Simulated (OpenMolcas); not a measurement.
Ni3+ (d7) among equal point charges was computed by CASSCF with the d shell active (OpenMolcas, ANO-RCC-VDZP on the metal). Its lowest spin-free states, and all those of the highest spin:

```
2S+1  Degeneracy  E (cm-1)
   4           1       0.0
   4           3     660.1
   4           3      1186
   4           3     21945
   2           1     22008
   2           2     22015
   2           3     22021
   2           3     22180
   2           3     28744
   2           3     28997
   2           2     29276
   2           3     29287
```

Is the site octahedral, tetrahedral or cube-like, axial, or of lower symmetry?

The states with 2S+1 = 4 have orbital degeneracies 1, 3, 3, 3. Threefold states need a cubic site. For d7 at this spin an octahedron puts the threefold T1 below the threefold T2 and a tetrahedron or cube puts the single A2 below the threefold T2, so the site is a tetrahedron or a cube, which this pattern cannot tell apart. The first gap at this spin, 660 cm-1, is |10Dq| in ligand-field theory. The run had Ni3+ among 4 point charges of -1 e arranged as a tetrahedron (Td), 2.02 Å from the ion.

Spin-orbit coupling mixes the spin-free states strongly: the lowest level takes only 59 % from its leading state, 4A2. Without dynamic correlation the repulsion within the d shell is too large (B by tens of per cent), so at a given field states of lower spin stand too high. The ground term spreads over less than 5000 cm-1, several times less than with real ligands, so orbital moments are less quenched and χT lies further from the spin-only value than at real sites. This is an electrostatic model: the charges have no orbitals. No measured value stands beside these numbers.
